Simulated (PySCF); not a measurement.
## Electron correlation in Kr⁺ (krypton, charge +1)

[Ar] 3d10 4s2 4p5, 2P determinant. All numbers are calculated (PySCF 2.14, the spin-free X2C one-electron Hamiltonian (Gaussian nucleus), in x2c-TZVPPall (6s5p4d1f, 48 functions)). Frozen: [Ne]; 25 electrons correlated.

| level | correlation energy (mhartree) |
| --- | --- |
| CCSD | -319.93 |
| (T) | -7.50 |
| CCSD(T) | -327.43 |

Diagnostics: T1 = 0.0038, D1 = 0.0198, largest double amplitude 0.044.

Cost of the coupled-cluster step: roughly 12 core-seconds, for 25 correlated electrons.

Iterations:

```
CC2 = 0
CCSD nocc = (np.int64(13), np.int64(12)), nmo = (43, 43)
frozen orbitals [[0, 1, 2, 3, 4], [0, 1, 2, 3, 4]]
max_cycle = 100
direct = 0
conv_tol = 1e-08
conv_tol_normt = 1e-06
diis_space = 8
diis_start_cycle = 0
Init t2, MP2 energy = -0.316241454072969
Init E_corr(UCCSD) = -0.316241454073674
cycle = 1  E_corr(UCCSD) = -0.312518616095822  dE = 0.00372283798  norm(t1,t2) = 0.0394808
cycle = 2  E_corr(UCCSD) = -0.319481010673956  dE = -0.00696239458  norm(t1,t2) = 0.0107028
cycle = 3  E_corr(UCCSD) = -0.31944245543057  dE = 3.85552434e-05  norm(t1,t2) = 0.00368995
cycle = 4  E_corr(UCCSD) = -0.319961140021324  dE = -0.000518684591  norm(t1,t2) = 0.00114262
cycle = 5  E_corr(UCCSD) = -0.319931523721158  dE = 2.96163002e-05  norm(t1,t2) = 0.000158883
cycle = 6  E_corr(UCCSD) = -0.319928053510652  dE = 3.47021051e-06  norm(t1,t2) = 2.67276e-05
cycle = 7  E_corr(UCCSD) = -0.31992952976387  dE = -1.47625322e-06  norm(t1,t2) = 7.09775e-06
cycle = 8  E_corr(UCCSD) = -0.319929522945608  dE = 6.8182624e-09  norm(t1,t2) = 1.74166e-06
cycle = 9  E_corr(UCCSD) = -0.319929470914368  dE = 5.20312404e-08  norm(t1,t2) = 4.05984e-07
cycle = 10  E_corr(UCCSD) = -0.319929483933408  dE = -1.30190406e-08  norm(t1,t2) = 1.03113e-07
cycle = 11  E_corr(UCCSD) = -0.319929483295856  dE = 6.37551956e-10  norm(t1,t2) = 1.97616e-08
UCCSD converged
E(UCCSD) = -2788.019341924081  E_corr = -0.3199294832958562
UCCSD(T) correction = -0.0075020739364969
```

This basis was not built for core-valence correlation, so the inner-shell part is incomplete.
